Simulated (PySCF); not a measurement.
H$_{2}$BiCl (SMILES [Cl][BiH2]), singlet, at a GFN2-xTB geometry (such geometries of metal compounds can be far from the true shape) (core potentials on Bi).

Input for PySCF:
```python
from pyscf import gto, scf, dft, tdscf

mol = gto.Mole()
mol.atom = '''
    Bi   -0.264267   -0.209832    0.244460
    H    -1.609913    0.332486   -0.771949
    H    -0.112007   -1.614576   -0.823935
    Cl    1.391533    1.099890   -1.099665
'''
mol.basis = 'def2-svp'
mol.ecp = {'Bi': 'def2-svp'}
mol.charge = 0
mol.spin = 0
mol.verbose = 4
mol.build()

mf = dft.RKS(mol)
mf.xc = 'bhandhlyp'
mf.kernel()
td = mf.TDDFT()
td.nstates = 15
td.kernel()
td.analyze(verbose=3)
```

What does this run give for the number of basis functions, Mulliken (on the basis functions themselves) charges in atom order, lowest excitation energy found, HOMO-LUMO gap?


| Item | Result |
|---|---|
| number of basis functions | 54 |
| Mulliken (on the basis functions themselves) charges in atom order | Bi1 0.56, H2 -0.09, H3 -0.09, Cl4 -0.38 |
| lowest excitation energy found | 4.67 eV |
| HOMO-LUMO gap | 7.69 eV |
